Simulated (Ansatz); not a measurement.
A nudged elastic band was laid between two geometries of C₂H₉NSi₂ (14 atoms, charge 0, multiplicity 1).

Method: RKS PBE0/def2-SVP in Ansatz 0.2.0.

```yaml
movable_images: 9
climbing_image: yes
spring: 5.0 eV/Å²
optimiser: quadratic models (default)
start_path: through a guess of the saddle point
force_threshold: 0.03 eV/Å
iteration_limit: 52
end_points: relaxed
```

Initial state:

```xyz
14
Properties=species:S:1:pos:R:3
N -0.813 0.938 2.158
C 0.130 0.149 1.844
C 0.077 -1.052 0.954
Si 0.805 -0.703 -0.777
Si -0.381 1.018 -1.849
H -1.695 0.627 1.730
H 1.132 0.388 2.248
H -0.962 -1.401 0.823
H 0.663 -1.881 1.386
H 2.245 -0.319 -0.642
H 0.732 -1.961 -1.586
H -0.175 2.320 -1.146
H -1.843 0.695 -1.845
H 0.072 1.152 -3.268
```

Final state:

```xyz
14
Properties=species:S:1:pos:R:3
N -0.503 1.131 2.159
C 0.325 0.235 1.810
C 0.069 -1.001 1.006
Si 0.655 -0.822 -0.802
Si -0.463 0.949 -1.866
H -1.448 0.888 1.835
H 1.379 0.392 2.105
H -1.006 -1.248 0.994
H 0.613 -1.860 1.435
H 2.132 -0.578 -0.825
H 0.384 -2.108 -1.519
H -1.942 0.778 -1.702
H -0.144 0.954 -3.327
H -0.063 2.261 -1.274
```

Problem. What changes between the two ends?

Solution. No bond is made or broken. The dihedral C3–Si4–Si5–H14 goes from -172 to 67°. The two ends are copies of one structure, up to a mirror image or an exchange of like atoms.

Problem. Give the energies along the band, and the barrier.

Solution. The run converged. The highest image is number 5 of 0 to 10, 3.5 kJ/mol above the ends, which have the same energy within 2 meV. A vibrational analysis at the climbing image gives one clearly imaginary mode, 95i cm⁻¹: a first-order saddle point.

```json
{"image": "0", "path coordinate (Å)": "0.00", "energy (kJ/mol)": "0.0", "dihedral C3–Si4–Si5–H14 (°)": "-172"}
{"image": "1", "path coordinate (Å)": "0.51", "energy (kJ/mol)": "0.2", "dihedral C3–Si4–Si5–H14 (°)": "178"}
{"image": "2", "path coordinate (Å)": "1.02", "energy (kJ/mol)": "0.8", "dihedral C3–Si4–Si5–H14 (°)": "166"}
{"image": "3", "path coordinate (Å)": "1.53", "energy (kJ/mol)": "1.9", "dihedral C3–Si4–Si5–H14 (°)": "154"}
{"image": "4", "path coordinate (Å)": "2.04", "energy (kJ/mol)": "3.0", "dihedral C3–Si4–Si5–H14 (°)": "140"}
{"image": "5", "path coordinate (Å)": "2.55", "energy (kJ/mol)": "3.5", "dihedral C3–Si4–Si5–H14 (°)": "127"}
{"image": "6", "path coordinate (Å)": "3.02", "energy (kJ/mol)": "3.1", "dihedral C3–Si4–Si5–H14 (°)": "114"}
{"image": "7", "path coordinate (Å)": "3.48", "energy (kJ/mol)": "2.2", "dihedral C3–Si4–Si5–H14 (°)": "102"}
{"image": "8", "path coordinate (Å)": "3.94", "energy (kJ/mol)": "1.0", "dihedral C3–Si4–Si5–H14 (°)": "90"}
{"image": "9", "path coordinate (Å)": "4.41", "energy (kJ/mol)": "0.2", "dihedral C3–Si4–Si5–H14 (°)": "78"}
{"image": "10", "path coordinate (Å)": "4.87", "energy (kJ/mol)": "0.0", "dihedral C3–Si4–Si5–H14 (°)": "67"}
```

Problem. What is the geometry of the highest image?

Solution. 
```xyz
14
Properties=species:S:1:pos:R:3
N -0.490 1.098 2.221
C 0.320 0.200 1.837
C 0.043 -1.002 0.991
Si 0.683 -0.787 -0.795
Si -0.474 0.945 -1.902
H -1.439 0.885 1.889
H 1.378 0.325 2.136
H -1.037 -1.222 0.955
H 0.557 -1.888 1.403
H 2.147 -0.478 -0.747
H 0.507 -2.080 -1.527
H -1.382 1.647 -0.943
H -1.305 0.385 -3.013
H 0.480 1.943 -2.475
```

Run time: 7.3 min on 2 threads of Arm Neoverse V1, with other jobs on the host, peak memory 0.3 GiB.
